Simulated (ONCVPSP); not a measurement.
## Before and after: ONCV potential for P

ONCVPSP 4.0.1 input, shortened (lines: element, Z, core and valence counts, functional; n l f; lmax; l rc ep ncon nbas qcut; lloc lpopt rc5 dvloc0; l nproj debl; icmod fcfact rcfact), LDA (Perdew-Zunger), scalar-relativistic:

```
  P 15.00    3    2        3      upf
    1    0    2.00
    2    0    2.00
    2    1    6.00
    3    0    1.00
    3    1    4.00
    2
    0    1.40    0.00    4    8    4.20
    1    1.45    0.00    4    7    6.10
    2    1.15    0.32    4    8    7.20
    4    5    0.95    3.00
    0    2    2.60
    1    2    0.60
    2    3    3.20
    3    3.75    1.75
```

All-electron outer shells of the reference configuration (LDA (Perdew-Zunger), scalar-relativistic, ld1.x):

```csv
shell,level (eV),outermost node (bohr),outermost maximum (bohr)
2s,-174.63,0.14,0.42
2p,-125.98,–,0.35
3s,-14.73,0.66,1.56
3p,-6.16,0.64,1.81
```

Change: p: rc 1.04.

Cutoffs: the cutoffs (Ha) at which the residual kinetic energy of the hardest occupied pseudo-wave falls to 1 and 0.1 mHa per electron; they do not see the model core or the augmentation charge, which bear on the density cutoff. Errors are all-electron minus pseudo energies relative to the spin-unpolarised reference configuration.

How do hardness, ghosts and transferability respond?

The potential gets harder (11 Ha and 40 Ha → 133 Ha and 184 Ha); a bound ghost appears in p, which as a rule spoils a file; of the 4 tests that both files solve, the error grows in 2 and shrinks in 1 by more than 15 % and 0.3 meV (median size 10.5 → 11.3 meV). A smaller radius makes the pseudo-wave follow the all-electron one further in, where it bends more sharply, so more plane waves are needed.

| quantity | base | changed |
| --- | --- | --- |
| cutoff, loose | 11 Ha | 133 Ha |
| cutoff, tight | 40 Ha | 184 Ha |
| loose cutoff by channel | s 11 Ha, p 4.8 Ha | s 11 Ha, p 133 Ha |
| bound ghosts | none | p |
| GHOST(+) flags under 300 eV | s at 156.6 eV | s at 156.6 eV |
| error for 3s2 3p3, meV [ΔE -8.50 eV] | -1.5 | +1.8 |
| error for 3s2 3p2, meV [ΔE 1.32 eV] | -2.3 | +1.3 |
| error for 3s2 3p1, meV [ΔE 20.57 eV] | -19 | -21 |
| error for 3s1 3p0, meV [ΔE 102.66 eV] | -324 | -389 |
| s: phases at 1.42 bohr within 0.05 rad from the reference energy up to (Ha; the scan ends near 5) | 4.7 | 4.7 |
| d: phases at 1.17 bohr within 0.05 rad from the reference energy up to (Ha; the scan ends near 5) | to the end of the scan | to the end of the scan |
| rms error of d²Exc/dni dnj with the model core, mHa | 2.50 | 2.50 |

Base: The cutoffs count occupied waves only; projector 2 of the d channel, the hardest unoccupied one, needs 39 Ha at the loose tolerance. A true bound ghost makes a file unfit for plane-wave use even where its test errors are small: the radial tests pick states by their node count and pass the ghost by.
